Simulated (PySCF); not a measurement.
# From computed data to an observable: oscillator strength and radiative lifetime

C4H5BO2, SMILES C#CB(O)OC=C.

Geometry optimised at TPSSh-D3(BJ)/def2-SVP. This is a generated structure with no PubChem entry under its InChIKey; it may be hypothetical. One conformer was computed; it need not be the lowest.

TDDFT-ωB97X/def2-SVPD (PySCF) puts the first singlet state with f over 0.02 at 6.11 eV (vertical), with the transition dipole (-0.216, 1.076, 0.000) in atomic units.

### Question
Find the oscillator strength, the wavelength and the radiative lifetime that this transition would have in vacuum if emission retraced absorption.

### Answer

|μ|² = 1.2044 au, so |μ| = 2.79 D. ΔE = 6.11/27.211 = 0.2245 hartree. f = (2/3) ΔE |μ|² = 0.180 (the program prints 0.180).
λ = 1239.84/6.11 = 203 nm; ν = 49280 cm⁻¹.
Einstein's coefficient A = 0.6670 ν² f s⁻¹ (ν in cm⁻¹) = 2.9e8 s⁻¹, so τ = 1/A = 3.4 ns. This state is S2; the lower singlet has f = 0.000. The figure is the radiative limit of this one transition; relaxation, internal conversion, crossing to triplets and a medium change what is measured.
